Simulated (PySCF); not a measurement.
H18CoN6 (SMILES [NH3]->[Co+3](<-[NH3])(<-[NH3])(<-[NH3])(<-[NH3])<-[NH3]), charge +3, singlet, at a GFN2-xTB geometry (such geometries of metal compounds can be far from the true shape), with bond 19-18 at 2.0 times its length. Base run: DF-PBE/6-31G run with PySCF.

PySCF was given this input:
```python
from pyscf import gto, scf, dft

mol = gto.M(
    atom='''
Co   -0.007979   -0.002546    0.006742
N    -1.672008   -1.024021    0.438127
H    -2.426275   -0.475002    0.864155
H    -1.514782   -1.785797    1.107422
H    -2.122191   -1.486732   -0.358789
N    -0.463527   -0.014039   -1.940720
H    -1.469845   -0.004916   -2.138836
H    -0.113800   -0.820234   -2.469530
H    -0.110338    0.796063   -2.461291
N     0.412731    0.072564    1.962054
H     0.961381   -0.709206    2.334981
H    -0.415824    0.097077    2.566458
H     0.950171    0.900488    2.241521
N     1.704237    0.961316   -0.364628
H     1.707459    1.958606   -0.125364
H     2.017056    0.939859   -1.341116
H     2.501859    0.581091    0.157099
N     0.959555   -1.740216   -0.216672
H     1.802208   -2.526289    1.479521
H     1.741512   -1.700425   -0.879519
H     0.371126   -2.502541   -0.570260
N    -0.991509    1.732310    0.159335
H    -0.623731    2.479813   -0.438985
H    -1.005676    2.148965    1.096408
H    -1.981415    1.680830   -0.104193
''',
    basis='6-31g',
    charge=3,
    spin=0,
    verbose=4,
)

mf = dft.RKS(mol)
mf.xc = 'pbe'
mf = mf.density_fit(auxbasis='def2-universal-jkfit')
mf.kernel()
mf.analyze()
```

The base run was repeated with changes; each row names its change, and settings that it needs were set with it.

| change | ΔE vs base (mEh) | SCF cycles | outcome |
|---|---|---|---|
| base | 0.000 | 22 | converged |
| init_guess = atom | 0.000 | 27 | converged |
| solver = newton; init_guess = 1e | - | - | cut at the time limit |
| diis_space = 2 | - | 50 | not converged |
| diis_space = 12 | 0.000 | 24 | converged |
| conv_tol = 1e-11 | 0.000 | 24 | converged |
| init_guess = 1e | - | 50 | not converged |
| DIIS = EDIIS | - | 50 | not converged |
| diis = off; damp = 0.3 (with mf.diis_start_cycle = 200; with mf.max_cycle = 150) | - | - | cut at the time limit |
